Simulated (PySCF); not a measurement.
**Excitation energy of Al²⁺ by level of theory**

Al²⁺ [Ne] 3s1 (2S) → Al²⁺ [Ne] 3d1 (2D), as a difference of total energies. Computed with PySCF 2.14 in aug-cc-pwCVDZ, with the non-relativistic Hamiltonian (point nucleus). Correlated levels: valence and next inner shell: 1s2 frozen; nothing frozen. The calculations carry no spin-orbit coupling.

```
                                method  excitation energy (eV)
                                   UHF                  14.436
                                   LDA                  14.371
                                   PBE                  13.988
                                  PBE0                  14.127
                                r2SCAN                  14.038
                                revPBE                  13.782
                               r2SCAN0                  14.219
                                  PW91                  14.030
                               wB97X-V                  14.275
    MP2 (valence and next inner shell)                  14.631
SCS-MP2 (valence and next inner shell)                  14.591
                   MP2 (all electrons)                  14.630
               SCS-MP2 (all electrons)                  14.590
```

Problem. How much does correlation contribute at MP2 (all electrons)?

Solution. 14.630 − (14.436) = 0.194 eV, measured against UHF.

The promoted electron is Rydberg-like, and one or two diffuse shells describe it only roughly, which tends to raise the upper state.
